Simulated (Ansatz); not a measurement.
Consider the ligand exchange at a Mg–N bond: `[SiH3][O][Mg][N]([SiH3])[SiH3]` + CH₃SH → `C[S][Mg][O][SiH3]` + `[SiH3]N[SiH3]`.

Program: Ansatz. Geometries: PBE0-D4/def2-TZVP. ΔE: electronic, gas phase. CCSD(T)/CBS is the MP2 limit (def2-TZVPP, def2-QZVPP) plus CCSD(T) − MP2 in def2-TZVPP, frozen cores. This one scheme is used for every species. For Mg outer-core shells are correlated without core-valence functions, which leaves a few kJ/mol of doubt a bond. Each species was taken in one conformer, which may not be the lowest.

```json
{"level": "CCSD/def2-TZVPP", "ΔE (kcal/mol)": "-3.8"}
{"level": "MP2/def2-QZVPP", "ΔE (kcal/mol)": "-3.1"}
{"level": "HF/CBS(def2)", "ΔE (kcal/mol)": "-6.5"}
{"level": "MP2/CBS(def2)", "ΔE (kcal/mol)": "-3.1"}
```

Problem. What does CCSD(T)/CBS give? (An estimate is asked.)

Solution. Ansatz gave: -3.0 kcal/mol. The listed levels differ from it by -0.8, -0.1, -3.5, -0.1 kcal/mol.

Largest T1 diagnostic among the species: 0.011.

Leaving LDA and LC-ωPBE aside and taking each functional with its dispersion term where it has one, the values, not all of them listed here, spread over 1.1 kcal/mol, from HSE06-D4 to r2SCAN-D4. LDA lies +0.7 kcal/mol from PBE without D4. In def2-TZVPP, CCSD(T) changes the Hartree–Fock value by +3.6 kcal/mol (the triples alone add +0.4 kcal/mol) and MP2 by +3.5 kcal/mol.
